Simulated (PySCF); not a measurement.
One of the candidates below gave these computed data.

All candidates are C8H14.

| technique | computed result |
| --- | --- |
| 1H NMR | chemical shifts (computed TMS as zero) by class: 6.20 (1 H), 5.29 (1 H), 5.22 (1 H), 5.05 (1 H), 3.15 (1 H), 1.80 (3 H), 1.77 (3 H), 1.12 (3 H) ppm [GIAO PBE0/pcSseg-1] |
| Rotational structure | rotational constants A, B, C: 3.664, 1.013, 0.976 GHz [GFN2-xTB] |
| 13C NMR | chemical shifts (computed TMS as zero) by class: 151.6 (1 C), 137.8 (1 C), 137.6 (1 C), 116.5 (1 C), 40.1 (1 C), 29.1 (1 C), 20.0 (1 C), 18.6 (1 C) ppm [GIAO PBE0/pcSseg-1] |
| Dipole | 0.76 D [PBE0/pcSseg-1] |

The electronic properties come from PySCF, for the isolated species, density fitting. Levels stand in brackets. One conformer (not necessarily the lowest) at the GFN2-xTB geometry, without solvent, vibrations or thermal averaging. Each NMR value is the plain mean over a class of atoms that symmetry, rotation or inversion makes alike.

Task: Which candidate is it?
A. `CC[C@@H]1CC[C@H]2C[C@@H]12`
B. `C=CC1CCCCC1`
C. `C=C[C@@H](C)C=C(C)C`
D. `C1C[C@H]2CCC[C@H]2C1`
E. `CC1=C[C@@H](C)CCC1`

Result: C. It is `C=C[C@@H](C)C=C(C)C`. Numbering: `[CH2:1]=[CH:2][C@@H:3]([CH3:4])[CH:5]=[C:6]([CH3:7])[CH3:8]`. Its formula, C8H14, gives 2 degrees of unsaturation: 0 rings and 2 π bonds in the structure found. 8 carbons fall into 8 classes; from least to most shielded: alkene CH carbon [C2] (151.6 ppm), fully substituted alkene carbon [C6] (137.8 ppm), alkene CH carbon [C5] (137.6 ppm), terminal =CH2 carbon [C1] (116.5 ppm), allylic carbon [C3] (40.1 ppm), allylic carbon [C7] (29.1 ppm), allylic carbon [C8] (20.0 ppm), methyl carbon [C4] (18.6 ppm). Hydrogen classes from least to most shielded: 1 H on an alkene CH carbon, C2 (6.20 ppm), 1 H on a terminal =CH2 carbon, C1 (5.29 ppm), 1 H on a terminal =CH2 carbon, C1 (5.22 ppm), 1 H on an alkene CH carbon, C5 (5.05 ppm), 1 H on an allylic carbon, C3 (3.15 ppm), 3 H on an allylic carbon, C8 (1.80 ppm, a mean of values up to 0.8 ppm apart in this geometry), 3 H on an allylic carbon, C7 (1.77 ppm), 3 H on a methyl carbon, C4 (1.12 ppm). The optimised geometry has point group C1 and is an asymmetric top.

The others, at the same levels:
- `CC1=C[C@@H](C)CCC1` fails: its computed 13C shifts are 141.4 (1 C), 135.4 (1 C), 35.6 (1 C), 35.3 (1 C), 33.8 (1 C), 27.5 (1 C), 26.9 (1 C), 24.5 (1 C) ppm, 1H shifts are 5.56 (1 H), 2.20 (1 H), 1.99 (1 H), 1.82 (1 H), 1.81 (1 H), 1.78 (3 H), 1.77 (1 H), 1.51 (1 H), 1.00 (3 H), 0.89 (1 H) ppm and rotational constant A is 3.005 GHz (against 3.664 GHz).
- `CC[C@@H]1CC[C@H]2C[C@@H]12` fails: its computed 13C shifts are 51.8 (1 C), 45.6 (1 C), 34.5 (1 C), 33.5 (1 C), 28.5 (1 C), 24.6 (1 C), 23.9 (1 C), 17.0 (1 C) ppm, 1H shifts are 2.06 (1 H), 1.82 (1 H), 1.66 (1 H), 1.53 (1 H), 1.42 (1 H), 1.31 (1 H), 1.29 (1 H), 1.18 (1 H), 1.15 (3 H), 1.02 (1 H), 1.00 (1 H), -0.20 (1 H) ppm and smallest rotational constant is 1.207 GHz (against 0.976 GHz).
- `C1C[C@H]2CCC[C@H]2C1` fails: it has 3 carbon classes against 8; its computed 13C shifts are 46.1 (2 C), 37.7 (4 C), 28.6 (2 C) ppm, 1H shifts are 2.41 (2 H), 1.80 (4 H), 1.56 (2 H), 1.40 (2 H), 1.19 (4 H) ppm and rotational constant A is 3.467 GHz (against 3.664 GHz).
- `C=CC1CCCCC1` fails: it has 6 carbon classes against 8; its computed 13C shifts are 155.1 (1 C), 118.2 (1 C), 49.7 (1 C), 37.4 (2 C), 30.2 (1 C), 30.0 (2 C) ppm, 1H shifts are 5.96 (1 H), 5.33 (1 H), 5.13 (1 H), 1.82 (2 H), 1.73 (1 H), 1.72 (1 H), 1.72 (2 H), 1.27 (2 H), 1.13 (1 H), 1.03 (2 H) ppm and rotational constant A is 4.115 GHz (against 3.664 GHz).

Each candidate is one conformer, not necessarily the lowest. The conformers computed, where there is a choice (atom-mapped SMILES and torsion angles):
- `[CH2:1]=[CH:2][C@@H:3]([CH3:4])[CH:5]=[C:6]([CH3:7])[CH3:8]`: C1–C2–C3–C4 -4°, C2–C3–C5–C6 119°

The conformers of `CC1=C[C@@H](C)CCC1`, `CC[C@@H]1CC[C@H]2C[C@@H]12`, `C1C[C@H]2CCC[C@H]2C1` and `C=CC1CCCCC1` aren't listed.
